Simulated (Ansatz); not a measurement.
`[F][GeH]([F])[O][SiH3]` and `[F][GeH2][F]` differ in one atom or group.

Ansatz, PBE0-D4/def2-TZVP geometries, multiplicity 1. Each molecule was computed in one conformer, which needn't be the lowest.

Scalar relativity is left out up to krypton.

```json
{"property": "HOMO energy (PBE0/def2-TZVPP) / eV", "`[F][GeH]([F])[O][SiH3]`": "-9.25"}
{"property": "HOMO energy (PBE/def2-TZVPP) / eV", "`[F][GeH]([F])[O][SiH3]`": "-7.78"}
{"property": "LUMO energy (B3LYP/def2-TZVPP) / eV", "`[F][GeH]([F])[O][SiH3]`": "-0.79"}
{"property": "HOMO–LUMO gap (PBE/def2-TZVPP) / eV", "`[F][GeH]([F])[O][SiH3]`": "6.31"}
{"property": "size of the dipole moment (B3LYP/def2-TZVPP) / D", "`[F][GeH]([F])[O][SiH3]`": "1.79"}
{"property": "HOMO–LUMO gap (PBE0/def2-TZVPP) / eV", "`[F][GeH]([F])[O][SiH3]`": "8.77"}
```

(1) Give the same properties after the change, and the shifts. (Estimate.)

## Answers

(1) Computed: 
| property | `[F][GeH2][F]` | shift |
| --- | --- | --- |
| HOMO energy (PBE0/def2-TZVPP) / eV | -10.04 | -0.79 |
| HOMO energy (PBE/def2-TZVPP) / eV | -8.44 | -0.66 |
| LUMO energy (B3LYP/def2-TZVPP) / eV | -0.31 | 0.48 |
| HOMO–LUMO gap (PBE/def2-TZVPP) / eV | 7.55 | 1.24 |
| size of the dipole moment (B3LYP/def2-TZVPP) / D | 2.60 | 0.81 |
| HOMO–LUMO gap (PBE0/def2-TZVPP) / eV | 10.02 | 1.25 |

With PBE0 the HOMO falls by 0.79 eV and the LUMO rises by 0.47 eV, so the gap widens by about 1.26 eV. PBE moves the HOMO by -0.66 eV and ωB97M-V by -0.77 eV. Dipoles are sizes alone; their direction can turn.

B3LYP here is the variant with VWN-RPA as its local correlation; programs differ in this.
